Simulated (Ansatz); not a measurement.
This geometry of C2H5NOSi (10 atoms, charge 0, multiplicity 1) is a first-order saddle point.

Theory: RKS PBE0-D4/6-31G* in Ansatz.

```xyz
10
Properties=species:S:1:pos:R:3
O -1.394 0.478 1.809
C -0.666 0.133 0.720
N -1.061 -0.733 -0.140
C 0.016 -0.695 -1.172
Si 0.936 0.630 -0.156
H -1.130 -0.067 2.563
H 0.484 -1.677 -1.285
H -0.393 -0.397 -2.142
H 1.065 2.015 -0.693
H 2.226 0.261 0.498
```

Which two structures does it join? (They come from a converged band through this point; their orientation in space is the band's.)

No bond is made or broken. The dihedral H6–O1–C2–Si5 goes from 180 to 0°.

First end point:

```xyz
10
Properties=species:S:1:pos:R:3
O -1.019 0.440 2.024
C -0.480 0.134 0.844
N -0.959 -0.741 0.031
C 0.000 -0.696 -1.110
Si 1.000 0.648 -0.195
H -1.813 -0.118 2.121
H 0.479 -1.668 -1.265
H -0.501 -0.409 -2.040
H 1.016 2.038 -0.733
H 2.358 0.322 0.326
```

Last end point:

```xyz
10
Properties=species:S:1:pos:R:3
O -1.392 0.057 1.874
C -0.675 -0.078 0.748
N -1.018 -0.910 -0.168
C 0.036 -0.726 -1.203
Si 0.867 0.594 -0.115
H -0.973 0.726 2.428
H 0.587 -1.655 -1.380
H -0.395 -0.398 -2.155
H 0.855 2.025 -0.541
H 2.191 0.314 0.515
```

How far does it lie above each of them?

0.43 eV above the first and 0.23 eV above the second. This is the barrier of this one path; another mechanism may lie lower.

The run took 120 s on 1 thread of Arm Neoverse V2, on a shared host, peak memory 0.19 GiB.
